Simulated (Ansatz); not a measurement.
```xyz
6

O    -1.4973   -0.1319    0.0131
H    -1.8792    0.6555   -0.0194
H    -0.5314    0.0418    0.0120
O     1.3951    0.2053   -0.0122
H     1.5683   -0.3698   -0.7470
H     1.5185   -0.3660    0.7501
```

Basis set: aug-cc-pVDZ (spherical functions). Left uncorrelated: 2 orbitals. Charge 0, multiplicity 1.

Computed with Ansatz (development build ahead of 0.2.0); each method stands on the lowest determinant of its kind that the runs found. Restricted open shells among the atoms or ions are ROHF, correlated in semicanonical orbitals with singles.

The atomization energy at this shape (free ground-state atoms in the same class of orbitals less the molecule, no zero-point energy) of singlet H₄O₂:

```csv
method,atomization energy
RHF,13.65 eV
```

**Question.** What does RHF-MP2 give?

**Answer.** 19.28 eV.
